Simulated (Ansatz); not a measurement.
C₂H₆BNS (`CNBC=S`), relaxed with RKS PBE-D4/def2-SVP in the Gaussian-basis code of Ansatz from a rough embedded geometry. The force threshold is 0.03 eV/Å; the program also tests the step.

The species carries charge 0 and has multiplicity 1.

Start:

```xyz
11

C     1.352    0.580    0.089
N     0.445    0.129   -0.952
B    -0.642   -0.685   -0.288
C    -1.802   -0.098    0.522
S    -2.838   -0.814    1.138
H     0.859    1.318    0.744
H     1.846   -0.227    0.611
H     2.163    1.183   -0.475
H     1.025   -0.530   -1.593
H    -0.662   -1.898   -0.490
H    -1.746    1.042    0.693
```

```csv
step,energy (eV),largest force (eV/Å),largest move (Å)
1,-15153.7811,12.720,0.000
2,-15155.6081,4.726,0.195
3,-15156.2334,1.439,0.195
4,-15156.5434,0.756,0.200
5,-15156.6779,0.353,0.199
6,-15156.7127,0.325,0.200
7,-15156.7272,0.143,0.154
8 (rejected),-15156.7268,0.164,0.052
9,-15156.7294,0.017,0.025
10,-15156.7295,0.047,0.030
11,-15156.7297,0.044,0.031
12,-15156.7298,0.037,0.009
13,-15156.7300,0.027,0.007
14,-15156.7302,0.026,0.032
15,-15156.7304,0.053,0.046
16,-15156.7306,0.052,0.044
17 (rejected),-15156.7305,0.091,0.044
18,-15156.7308,0.047,0.021
19,-15156.7309,0.064,0.051
20,-15156.7310,0.042,0.002
21,-15156.7311,0.002,0.013
```

End:

```xyz
11

C     1.375    0.701    0.037
N     0.637   -0.375   -0.598
B    -0.693   -0.793   -0.414
C    -1.664   -0.083    0.601
S    -3.175   -0.635    0.930
H     0.725    1.252    0.741
H     2.247    0.317    0.611
H     1.762    1.427   -0.710
H     1.197   -0.903   -1.273
H    -1.078   -1.742   -1.070
H    -1.333    0.833    1.144
```

Run time 25 s (4 threads of an Arm Neoverse V1 on a shared host); peak host memory 0.15 GiB.
